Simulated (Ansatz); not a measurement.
The cluster Na₂Cl₂⁺. The state is a doublet with charge 1. Geometry PBE0-D4/def2-TZVP, that of the neutral singlet.

```xyz
4

Na    0.8026   -0.1726    1.3672
Na   -0.8023    0.1723   -1.3676
Cl    1.3441    1.2909   -0.6253
Cl   -1.3444   -1.2906    0.6257
```

The structure comes from a short search, and lower isomers may exist.

Estimate the α-spin orbital energies around the gap (eV) in Ansatz with PBE-D4/def2-TZVP, r2SCAN-D4/def2-TZVP, PBE0-D4/def2-TZVP.


```
orbital  PBE-D4/def2-TZVP  r2SCAN-D4/def2-TZVP  PBE0-D4/def2-TZVP
 HOMO−5            -13.16               -13.63             -14.74
 HOMO−4            -13.09               -13.53             -14.63
 HOMO−3            -13.06               -13.43             -14.59
 HOMO−2            -12.82               -13.17             -14.30
 HOMO−1            -12.68               -13.05             -14.17
   HOMO            -12.48               -12.84             -13.95
   LUMO             -5.73                -4.92              -5.06
 LUMO+1             -4.94                -4.05              -4.29
 LUMO+2             -4.09                -3.48              -3.52
 LUMO+3             -3.48                -2.73              -2.92
 LUMO+4             -3.23                -2.61              -2.67
 LUMO+5             -3.17                -2.54              -2.67
 β HOMO            -12.22               -12.29             -12.64
 β LUMO            -12.09               -12.16             -11.58
```
